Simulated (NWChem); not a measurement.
Program: NWChem. System: Mg (+1), charge 1, spin multiplicity 2. Its SCF solution wasn't tested for a lower state. Level: UCAM-B3LYP/def2-TZVP.

Input file:

```
start mol
memory heap 200 mb stack 900 mb global 1100 mb
charge 1
geometry units angstroms nocenter noautoz
  Mg     0.000000     0.000000     0.000000
  symmetry group D2h
end
basis spherical
  * library def2-tzvp
end
dft
  xc xcamb88 1.00 lyp 0.81 vwn_5 0.19 hfexch 1.00
  cam 0.33 cam_alpha 0.19 cam_beta 0.46
  odft
  mult 2
  direct
  iterations 100
end
task dft energy
```

NWChem printed:

```
             Northwest Computational Chemistry Package (NWChem) 7.3.0
             --------------------------------------------------------

                                NWChem Input Module
                                -------------------

 Scaling coordinates for geometry "geometry" by  1.889725989
 (inverse scale =  0.529177249)

                             Geometry "geometry" -> ""
                             -------------------------

 Output coordinates in angstroms (scale by  1.889725989 to convert to a.u.)

  No.       Tag          Charge          X              Y              Z
 ---- ---------------- ---------- -------------- -------------- --------------
    1 Mg                  12.0000     0.00000000     0.00000000     0.00000000

 Effective nuclear repulsion energy (a.u.)       0.0000000000

            Nuclear Dipole moment (a.u.)
            ----------------------------
        X                 Y               Z
 ---------------- ---------------- ----------------
     0.0000000000     0.0000000000     0.0000000000

      Symmetry information
      --------------------

 Group name             D2h
 Group number             26
 Group order               8
 No. of unique centers     1

      Symmetry unique atoms

     1


 Summary of "ao basis" -> "" (spherical)
 ------------------------------------------------------------------------------
       Tag                 Description            Shells   Functions and Types
 ---------------- ------------------------------  ------  ---------------------
 *                         def2-tzvp                  on all atoms

                                 NWChem DFT Module
                                 -----------------

 Summary of "ao basis" -> "ao basis" (spherical)
 ------------------------------------------------------------------------------
       Tag                 Description            Shells   Functions and Types
 ---------------- ------------------------------  ------  ---------------------
 Mg                        def2-tzvp                12       32   5s4p3d

 Summary of "ao basis" -> "ao basis" (spherical)
 ------------------------------------------------------------------------------
       Tag                 Description            Shells   Functions and Types
 ---------------- ------------------------------  ------  ---------------------
 Mg                        def2-tzvp                12       32   5s4p3d

      Symmetry analysis of basis
      --------------------------

        ag         11
        au          0
        b1g         3
        b1u         4
        b2g         3
        b2u         4
        b3g         3
        b3u         4

  int_init: cando_txs set to always be  F

            General Information
            -------------------
          SCF calculation type: DFT
          Wavefunction type:  spin polarized.
          No. of atoms     :     1
          No. of electrons :    11
           Alpha electrons :     6
            Beta electrons :     5
          Charge           :     1
          Spin multiplicity:     2
          Use of symmetry is: on ; symmetry adaption is: on
          Maximum number of iterations: 100
          This is a Direct SCF calculation.
          AO basis - number of functions:    32
                     number of shells:    12
          Convergence on energy requested:  1.00D-06
          Convergence on density requested:  1.00D-05
          Convergence on gradient requested:  5.00D-04

              XC Information
              --------------
                     Hartree-Fock (Exact) Exchange  1.000
                   CAM-Becke88 Exchange Functional  1.000
                      VWN V Correlation Functional  0.190 local
              Lee-Yang-Parr Correlation Functional  0.810

           Range-Separation Parameters
           ---------------------------
           Alpha           :  0.19
           Beta            :  0.46
           Gamma           :  0.33
           Short-Range HF  :     F

             Grid Information
             ----------------
          Grid used for XC integration:  medium
          Radial quadrature: Mura-Knowles
          Angular quadrature: Lebedev.
          Tag              B.-S. Rad. Rad. Pts. Rad. Cut. Ang. Pts.
          ---              ---------- --------- --------- ---------
          Mg                  1.50       88           8.0       590
          Grid pruning is: on
          Number of quadrature shells:    88
          Spatial weights used:  Erf1

          Convergence Information
          -----------------------
          Convergence aids based upon iterative change in
          total energy or number of iterations.
          Levelshifting, if invoked, occurs when the
          HOMO/LUMO gap drops below (HL_TOL):  1.00D-02
          DIIS, if invoked, will attempt to extrapolate
          using up to (NFOCK): 10 stored Fock matrices.

                    Damping( 0%)  Levelshifting(0.5)       DIIS
                  --------------- ------------------- ---------------
          dE  on:    start            ASAP                start
          dE off:    2 iters        100 iters           100 iters

      Screening Tolerance Information
      -------------------------------
          Density screening/tol_rho:  1.00D-10
          AO Gaussian exp screening on grid/accAOfunc:  14
          CD Gaussian exp screening on grid/accCDfunc:  20
          XC Gaussian exp screening on grid/accXCfunc:  20
          Schwarz screening/accCoul:  1.00D-08

      Superposition of Atomic Density Guess
      -------------------------------------
[...]
     6 b2u         7 b3g         8 b3u

  Orbital symmetries:

     1 ag          2 ag          3 b2u         4 b1u         5 b3u
     6 ag          7 b2u         8 b1u         9 b3u        10 ag
    11 ag         12 b1g        13 ag         14 b3g        15 b2g
    16 b1u

 !! scf_movecs_sym_adapt:   27 vectors were symmetry contaminated

  Symmetry fudging

 !! scf_movecs_sym_adapt:   26 vectors were symmetry contaminated

 !! scf_movecs_sym_adapt:   27 vectors were symmetry contaminated

  Symmetry fudging

 !! scf_movecs_sym_adapt:   26 vectors were symmetry contaminated

   convergence    iter        energy       DeltaE   RMS-Dens  Diis-err    time
 ---------------- ----- ----------------- --------- --------- ---------  ------
 d= 0,ls=0.0,diis     1   -199.6089827022 -2.00D+02  1.39D-02  1.02D+00     0.1
                                                     1.25D-02  1.04D+00

 !! scf_movecs_sym_adapt:   27 vectors were symmetry contaminated

  Symmetry fudging

 !! scf_movecs_sym_adapt:   27 vectors were symmetry contaminated

 !! scf_movecs_sym_adapt:   27 vectors were symmetry contaminated

  Symmetry fudging

 !! scf_movecs_sym_adapt:   26 vectors were symmetry contaminated

 d= 0,ls=0.0,diis     2   -199.7348185118 -1.26D-01  5.16D-03  2.95D-01     0.1
                                                     4.34D-03  2.94D-01

 !! scf_movecs_sym_adapt:   27 vectors were symmetry contaminated

  Symmetry fudging

 !! scf_movecs_sym_adapt:   26 vectors were symmetry contaminated

 !! scf_movecs_sym_adapt:   27 vectors were symmetry contaminated

  Symmetry fudging

 !! scf_movecs_sym_adapt:   26 vectors were symmetry contaminated

 d= 0,ls=0.0,diis     3   -199.7846089221 -4.98D-02  2.21D-04  8.87D-05     0.2
                                                     6.84D-05  8.65D-05

 !! scf_movecs_sym_adapt:   27 vectors were symmetry contaminated

  Symmetry fudging

 !! scf_movecs_sym_adapt:   26 vectors were symmetry contaminated

 !! scf_movecs_sym_adapt:   27 vectors were symmetry contaminated

  Symmetry fudging

 !! scf_movecs_sym_adapt:   27 vectors were symmetry contaminated

 d= 0,ls=0.0,diis     4   -199.7846268451 -1.79D-05  5.23D-05  5.50D-08     0.2
                                                     2.31D-06  2.35D-08

 !! scf_movecs_sym_adapt:   27 vectors were symmetry contaminated

  Symmetry fudging

 !! scf_movecs_sym_adapt:   25 vectors were symmetry contaminated

 !! scf_movecs_sym_adapt:   27 vectors were symmetry contaminated

  Symmetry fudging

 !! scf_movecs_sym_adapt:   26 vectors were symmetry contaminated

 d= 0,ls=0.0,diis     5   -199.7846269125 -6.74D-08  1.16D-05  1.67D-09     0.2
                                                     9.25D-08  2.06D-11

 !! scf_movecs_sym_adapt:   27 vectors were symmetry contaminated

  Symmetry fudging

 !! scf_movecs_sym_adapt:   27 vectors were symmetry contaminated

 !! scf_movecs_sym_adapt:   27 vectors were symmetry contaminated

  Symmetry fudging

 !! scf_movecs_sym_adapt:   25 vectors were symmetry contaminated

 d= 0,ls=0.0,diis     6   -199.7846269148 -2.31D-09  6.60D-07  7.19D-12     0.3
                                                     1.19D-08  1.78D-12

         Total DFT energy =     -199.784626914803
      One electron energy =     -275.518202558678
           Coulomb energy =       91.982905298292
    Exchange-Corr. energy =      -16.249329654416
 Nuclear repulsion energy =        0.000000000000

 Numeric. integr. density =       11.000000000746

     Total iterative time =      0.2s

                  Occupations of the irreducible representations
                  ----------------------------------------------

                     irrep           alpha         beta
                     --------     --------     --------
                     ag                3.0          2.0
                     au                0.0          0.0
                     b1g               0.0          0.0
                     b1u               1.0          1.0
                     b2g               0.0          0.0
                     b2u               1.0          1.0
                     b3g               0.0          0.0
                     b3u               1.0          1.0

                    DFT Final Alpha Molecular Orbital Analysis
                    ------------------------------------------

 Vector    4  Occ=1.000000D+00  E=-2.253751D+00  Symmetry=b1u
              MO Center=  6.5D-34,  1.3D-34,  1.8D-22, r^2= 1.7D-01
   Bfn.  Coefficient  Atom+Function         Bfn.  Coefficient  Atom+Function
  ----- ------------  ---------------      ----- ------------  ---------------
     8      0.866162  1 Mg pz                11      0.211594  1 Mg pz

 Vector    5  Occ=1.000000D+00  E=-2.253751D+00  Symmetry=b3u
              MO Center= -1.8D-24, -1.2D-32,  3.7D-33, r^2= 1.7D-01
   Bfn.  Coefficient  Atom+Function         Bfn.  Coefficient  Atom+Function
  ----- ------------  ---------------      ----- ------------  ---------------
     6      0.866162  1 Mg px                 9      0.211594  1 Mg px

 Vector    6  Occ=1.000000D+00  E=-5.122345D-01  Symmetry=ag
              MO Center= -1.4D-43, -2.6D-42,  4.6D-40, r^2= 2.5D+00
   Bfn.  Coefficient  Atom+Function         Bfn.  Coefficient  Atom+Function
  ----- ------------  ---------------      ----- ------------  ---------------
     4      1.041499  1 Mg s                  3     -0.342366  1 Mg s
     2      0.112976  1 Mg s                  5      0.063127  1 Mg s
     1      0.061786  1 Mg s

 Vector    7  Occ=0.000000D+00  E=-2.135660D-01  Symmetry=b2u
              MO Center=  2.3D-33,  5.1D-29,  9.8D-34, r^2= 4.4D+00
   Bfn.  Coefficient  Atom+Function         Bfn.  Coefficient  Atom+Function
  ----- ------------  ---------------      ----- ------------  ---------------
    16      0.681815  1 Mg py                13      0.442423  1 Mg py
     7     -0.185795  1 Mg py                10     -0.044734  1 Mg py

 Vector    8  Occ=0.000000D+00  E=-2.135660D-01  Symmetry=b1u
              MO Center= -7.8D-31, -8.1D-30, -7.7D-27, r^2= 4.4D+00
   Bfn.  Coefficient  Atom+Function         Bfn.  Coefficient  Atom+Function
  ----- ------------  ---------------      ----- ------------  ---------------
    17      0.681815  1 Mg pz                14      0.442423  1 Mg pz
     8     -0.185795  1 Mg pz                11     -0.044734  1 Mg pz

 Vector    9  Occ=0.000000D+00  E=-2.135660D-01  Symmetry=b3u
              MO Center= -3.7D-27,  1.7D-32, -2.3D-33, r^2= 4.4D+00
   Bfn.  Coefficient  Atom+Function         Bfn.  Coefficient  Atom+Function
  ----- ------------  ---------------      ----- ------------  ---------------
    15      0.681815  1 Mg px                12      0.442423  1 Mg px
     6     -0.185795  1 Mg px                 9     -0.044734  1 Mg px

                     DFT Final Beta Molecular Orbital Analysis
                     -----------------------------------------

 Vector    3  Occ=1.000000D+00  E=-2.248895D+00  Symmetry=b2u
              MO Center=  2.1D-33, -4.6D-17,  2.2D-33, r^2= 1.7D-01
   Bfn.  Coefficient  Atom+Function         Bfn.  Coefficient  Atom+Function
  ----- ------------  ---------------      ----- ------------  ---------------
     7      0.866503  1 Mg py                10      0.211970  1 Mg py

 Vector    4  Occ=1.000000D+00  E=-2.248895D+00  Symmetry=b1u
              MO Center= -9.6D-33, -3.6D-33,  1.3D-16, r^2= 1.7D-01
   Bfn.  Coefficient  Atom+Function         Bfn.  Coefficient  Atom+Function
  ----- ------------  ---------------      ----- ------------  ---------------
     8      0.866503  1 Mg pz                11      0.211970  1 Mg pz

 Vector    5  Occ=1.000000D+00  E=-2.248895D+00  Symmetry=b3u
              MO Center= -2.9D-18,  1.6D-32,  1.6D-32, r^2= 1.7D-01
   Bfn.  Coefficient  Atom+Function         Bfn.  Coefficient  Atom+Function
  ----- ------------  ---------------      ----- ------------  ---------------
     6      0.866503  1 Mg px                 9      0.211970  1 Mg px

 Vector    6  Occ=0.000000D+00  E=-3.364077D-01  Symmetry=ag
              MO Center= -9.8D-25, -2.2D-25, -2.5D-25, r^2= 2.8D+00
   Bfn.  Coefficient  Atom+Function         Bfn.  Coefficient  Atom+Function
  ----- ------------  ---------------      ----- ------------  ---------------
     4      0.906529  1 Mg s                  3     -0.325343  1 Mg s
     5      0.206978  1 Mg s                  2      0.105018  1 Mg s
     1      0.058825  1 Mg s

 Vector    7  Occ=0.000000D+00  E=-1.910616D-01  Symmetry=b3u
              MO Center=  1.0D-24,  1.2D-32, -4.3D-33, r^2= 4.7D+00
   Bfn.  Coefficient  Atom+Function         Bfn.  Coefficient  Atom+Function
  ----- ------------  ---------------      ----- ------------  ---------------
    15      0.735622  1 Mg px                12      0.374701  1 Mg px
     6     -0.175168  1 Mg px                 9     -0.033088  1 Mg px

 Vector    8  Occ=0.000000D+00  E=-1.910616D-01  Symmetry=b1u
              MO Center= -2.6D-32, -1.4D-32, -4.4D-25, r^2= 4.7D+00
   Bfn.  Coefficient  Atom+Function         Bfn.  Coefficient  Atom+Function
  ----- ------------  ---------------      ----- ------------  ---------------
    17      0.735622  1 Mg pz                14      0.374701  1 Mg pz
     8     -0.175168  1 Mg pz                11     -0.033088  1 Mg pz

   alpha - beta orbital overlaps
   -----------------------------

   alpha      1      2      3      4      5      6      7      8      9     10
    beta      1      2      3      4      5      6      9      8      7     10
 overlap   1.000  1.000  1.000  1.000  1.000  0.997  0.999  0.999  0.999  0.997

   alpha     11     12     13     14     15     16     17     18     19     20
    beta     11     13     12     14     15     16     17     18     19     20
 overlap   0.956  1.000  0.956  1.000  1.000  0.999  0.999  0.999  0.752  0.752

   alpha     21     22     23     24     25     26     27     28     29     30
    beta     23     21     22     24     25     26     27     29     28     31
 overlap   1.000  1.000  1.000  1.000  1.000  1.000  1.000  1.000  1.000  0.934

   alpha     31     32
    beta     30     32
 overlap   1.000  0.934

     --------------------------
     Expectation value of S2:
     --------------------------
      <S2> =      0.7500 (Exact =     0.7500)

 Task  times  cpu:        0.3s     wall:        0.3s

 Total times  cpu:        0.3s     wall:        0.3s
```
